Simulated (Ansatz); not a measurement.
Reaction (hydrogen abstraction from the Si–H bond): `F[SiH2]I` + `[SiH3]`• → `F[SiH]I`• + SiH₄

Computed with Ansatz on PBE0-D4/def2-TZVP structures; ΔE is electronic, products minus reactants. CBS: MP2 limit from def2 TZ/QZ plus the TZ coupled-cluster correction, frozen cores. This one scheme is used for every species. Functionals use def2-TZVPP. B3LYP here is the variant with VWN-RPA as its local correlation; programs differ in this. HSE06 is defined as in plane-wave codes. No spin–orbit coupling; open shells (•) take unrestricted orbitals. def2 core potentials past Kr. For I outer-core shells are correlated without core-valence functions, which leaves a few kJ/mol of doubt a bond.

`F[SiH2]I`:

Cartesian coordinates in Å:
```
F 0.591 0.990 -1.153
Si 0.180 -0.058 -0.027
I -2.118 0.333 0.629
H 1.055 0.151 1.144
H 0.292 -1.417 -0.594
```

`[SiH3]`•:

```xyz
4

Si   -0.124    0.238    0.204
H     1.086   -0.328    0.855
H     0.213    0.887   -1.089
H    -1.176   -0.797    0.030
```

`F[SiH]I`•:

Z-matrix (Å, degrees):
```
Si
F 1 1.599
I 1 2.431 2 109.5
H 1 1.492 2 106.6 3 -117.8
```

SiH₄:

Z-matrix (Å, degrees):
```
Si
H 1 1.485
H 1 1.485 2 109.5
H 1 1.485 2 109.5 3 -120.0
H 1 1.485 2 109.5 3 120.0
```

| level | ΔE (kcal/mol) | difference from CCSD(T)/CBS |
| --- | --- | --- |
| LDA (SPW92) | -2.7 | -2.9 |
| PBE-D4 | -2.4 | -2.6 |
| revPBE-D4 | -2.3 | -2.5 |
| BLYP-D4 | -3.2 | -3.4 |
| r2SCAN-D4 | -1.0 | -1.2 |
| B97M-V | -1.5 | -1.7 |
| PBE0-D4 | -1.0 | -1.2 |
| B3LYP-D4 | -1.9 | -2.1 |
| r2SCANh-D4 | -0.7 | -0.9 |
| r2SCAN0-D4 | -0.4 | -0.6 |
| HSE06-D4 | -1.0 | -1.2 |
| BHLYP-D4 | -0.7 | -0.9 |
| CAM-B3LYP-D4 | -1.1 | -1.3 |
| ωB97X-V | -0.8 | -1.0 |
| ωB97M-V | -0.7 | -0.9 |
| B2PLYP | -1.0 | -1.2 |
| PBE-QIDH | 0.2 | 0.0 |
| PBE | -2.4 | -2.6 |
| revPBE | -2.3 | -2.5 |
| BLYP | -3.2 | -3.4 |
| r2SCAN | -1.0 | -1.2 |
| PBE0 | -1.0 | -1.2 |
| r2SCANh | -0.7 | -0.9 |
| r2SCAN0 | -0.4 | -0.6 |
| HSE06 | -1.1 | -1.3 |
| BHLYP | -0.6 | -0.8 |
| CAM-B3LYP | -1.1 | -1.3 |
| LC-ωPBE | 0.0 | -0.2 |
| RPA@PBE/def2-TZVPP | -0.2 | -0.4 |
| HF/def2-SVP | 1.7 | 1.5 |
| MP2/def2-SVP | 1.0 | 0.8 |
| CCSD(T)/def2-SVP | 0.5 | 0.3 |
| HF/def2-TZVPP | 1.2 | 1.0 |
| MP2/def2-TZVPP | 0.8 | 0.6 |
| CCSD/def2-TZVPP | 0.8 | 0.6 |
| CCSD(T)/def2-TZVPP | 0.4 | 0.2 |
| HF/def2-QZVPP | 1.1 | 0.9 |
| SCS-MP2/def2-QZVPP | 0.5 | 0.3 |
| MP2/CBS(def2) | 0.6 | 0.4 |
| CCSD/CBS(def2) | 0.6 | 0.4 |
| CCSD(T)/CBS | 0.2 | 0 |

Largest T1 diagnostic among the species: 0.015.

From BLYP to BHLYP (50 % exact exchange), in def2-TZVPP and without D4, ΔE moves by +2.6 kcal/mol. Leaving LDA and LC-ωPBE aside and taking each functional with its dispersion term where it has one, the values spread over 3.4 kcal/mol, from BLYP-D4 to PBE-QIDH.
